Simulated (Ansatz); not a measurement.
Ideal-gas functions of Cl2H2O2Zr, SMILES `[OH][Zr]([OH])([Cl])[Cl]` at 298.15 K and 1 bar, from an Ansatz frequency run at PBE0-D4/def2-TZVP.

Molar mass 196.14 g/mol, point group C2v (symmetry number 2), electronic degeneracy 1, moments of inertia 242.783, 353.514, 420.426 u Å². Harmonic wavenumbers (cm⁻¹, unscaled): 98, 123, 140, 144, 156, 174, 237, 273, 295, 386, 412, 739, 747, 3993, 3997.

Use S(trans) = R[1.5 ln M + 2.5 ln T − 1.1517]; rotational temperatures θ = 24.2544 K / I; S(rot) = R[ln(√π/σ · √(T³/θAθBθC)) + 1.5]; for each mode x = 1.438777 ν̃/T, S = R[x/(eˣ − 1) − ln(1 − e⁻ˣ)] and H = RT x/(eˣ − 1); 1 cm⁻¹ = 0.0119627 kJ/mol; R = 8.31446 J/(mol·K).

By hand: the entropy, in J/(mol·K).

Translation 174.7. Rotation: θ = 0.0999, 0.0686, 0.0577 K, giving 115.1. Vibration, mode by mode: 14.62, 12.77, 11.73, 11.51, 10.87, 10.01, 7.64, 6.60, 6.05, 4.25, 3.85, 1.10, 1.07, 0.00, 0.00, in all 102.1. Electronic 0.0. Sum 391.9 J/(mol·K).

By hand: H − E and G − E in kJ/mol, counted from the electronic energy.

Zero-point energy ½ × 11914 × 0.0119627 = 71.3; thermal vibration 16.2; translation, rotation and pV give 4 RT = 9.9. H − E = 97.4 kJ/mol, and G − E = 97.4 − 298.15 × 391.9/1000 = -19.4 kJ/mol.

Vibration gives 26 % of the entropy, 50.6 J/(mol·K) of it from the modes under 150 cm⁻¹: soft modes count most, and the harmonic formula is weakest for them. The sum counts one conformer and one mirror image; others add a mixing term.
